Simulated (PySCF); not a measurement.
From one molecule to another.

First species: C5H12OS2Si.
SMILES: `CC[Si@@H]1SC[C@@H](OC)S1`

Second species: C7H13NSi.
SMILES: `C=CCN([SiH3])CC1=CC1`

Levels: PBE0/pcSseg-1 for HOMO energy, LUMO energy and HOMO–LUMO gap. Geometries: GFN2-xTB. Each species is one conformer at its optimised geometry, gas phase, non-relativistic unless stated. Electronic properties by PySCF.

Dipoles, sizes and rotational constants follow the conformer. The torsions of the flexible species, by atom-mapped SMILES:
- `[CH2:1]=[CH:2][CH2:3][N:4]([SiH3:5])[CH2:6][C:7]1=[CH:8][CH2:9]1`: C1–C2–C3–N4 -92°, C2–C3–N4–Si5 84°, C3–N4–C6–C7 77°, N4–C6–C7–C8 -139°

The conformers of `CC[Si@@H]1SC[C@@H](OC)S1` aren't listed.

Values for the first species:

| Quantity | Value |
| --- | --- |
| HOMO energy | -6.67 eV |
| LUMO energy | -0.09 eV |
| HOMO–LUMO gap | 6.58 eV |

(1) Estimate the same properties for the second species, and the change in each.

Results:

(1) 
| property | first | second | second less first |
| --- | --- | --- | --- |
| HOMO energy | -6.67 eV | -6.48 eV | +0.19 eV |
| LUMO energy | -0.09 eV | -0.14 eV | -0.05 eV |
| HOMO–LUMO gap | 6.58 eV | 6.34 eV | -0.24 eV |

